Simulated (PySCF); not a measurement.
A calculated (PBE, PySCF 2.14, x2c-TZVPPall, the spin-free X2C one-electron Hamiltonian (Gaussian nucleus)) atom or ion has these occupied shells.

```
shell  electrons  orbital energy (eV)  rms radius, mean of both spins (bohr)
 1s α          1             -82877.5                                 0.0187
 1s β          1             -82877.4                                 0.0187
 2s α          1             -14709.2                                 0.0756
 2s β          1             -14709.1                                 0.0756
 2p α          3             -12749.3                                 0.0694
 2p β          3             -12749.2                                 0.0694
 3s α          1              -3511.5                                  0.193
 3s β          1              -3511.5                                  0.193
 3p α          3              -2942.1                                  0.195
 3p β          3              -2942.1                                  0.195
 3d α          5              -2315.2                                  0.178
 3d β          5              -2315.1                                  0.178
 4s α          1              -791.60                                  0.424
 4s β          1              -791.50                                  0.424
 4p α          3              -603.68                                  0.452
 4p β          3              -603.58                                  0.452
 4d α          5              -373.22                                  0.482
 4d β          5              -373.11                                  0.482
 5s α          1              -142.66                                  0.954
 5s β          1              -142.02                                  0.954
 4f α          7              -121.17                                  0.530
 4f β          7              -121.02                                  0.530
 5p α          3              -91.724                                   1.10
 5p β          3              -90.962                                   1.10
 5d α          5              -33.523                                   1.51
 5d β          4              -32.691                                   1.51
 6p α          1              -17.520                                   3.08
```

Question: Name the element and its charge.

Answer: Hg²⁺ (mercury, charge +2), in [Xe] 4f14 5d9 6p1, one real determinant (an excited configuration).
